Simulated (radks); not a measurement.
Excited configurations of Os XXXIV: one electron is placed in a higher orbital outside [Kr] 4d6. The ground configuration is [Kr] 4d7. All-electron calculation, scalar-relativistic Kohn-Sham, SCAN, spin-polarised, spherical densities, finite nucleus; open shells are filled with parallel spins first (spin-orbit coupling, left out, can overturn this in heavy ions); meta-GGA in the generalised Kohn-Sham scheme; Fermi nuclear charge, rms radius 5.4126 fm. Program: a radial shooting solver on a logarithmic mesh with Libxc functionals. Excitation = E - E(ground); binding = E(ion) - E, where the ion is the core of charge +34; n* = 34/sqrt(2 binding) in atomic units. These energies are relativistic, and a one-electron ion of charge +34 with no core already has n* below n in this formula (scalar-relativistic equation, point nucleus: 5p 4.984, 5f 4.996, 6f 5.995, 7p 6.983, 7f 6.994). The quantum defect is therefore taken as that value minus n*, so that it holds no relativistic shift of the bare ion.

[
 {"outer orbital": "5p", "excitation (eV)": "513.09", "binding (eV)": "912.08", "n*": "4.153", "quantum defect": "0.831", "eigenvalue (eV)": "-900.11", "<r> (bohr)": "0.7445"},
 {"outer orbital": "5f", "excitation (eV)": "699.28", "binding (eV)": "725.89", "n*": "4.655", "quantum defect": "0.341", "eigenvalue (eV)": "-713.40", "<r> (bohr)": "0.7810"},
 {"outer orbital": "6f", "excitation (eV)": "934.11", "binding (eV)": "491.06", "n*": "5.659", "quantum defect": "0.336", "eigenvalue (eV)": "-483.56", "<r> (bohr)": "1.238"},
 {"outer orbital": "7p", "excitation (eV)": "1012.5", "binding (eV)": "412.70", "n*": "6.173", "quantum defect": "0.809", "eigenvalue (eV)": "-407.78", "<r> (bohr)": "1.662"},
 {"outer orbital": "7f", "excitation (eV)": "1070.6", "binding (eV)": "354.61", "n*": "6.660", "quantum defect": "0.335", "eigenvalue (eV)": "-349.65", "<r> (bohr)": "1.783"}
]

The Delta-SCF ionisation energy is 1425.2 eV (NIST Atomic Spectra Database: 1420 eV, theoretical). Self-interaction in the functional shifts the binding energies and quantum defects, so they are the method's values and not measured ones. Open shells are spherical and high-spin; term and fine-structure splittings are not resolved. Spin-orbit splitting is averaged out at the scalar-relativistic level.
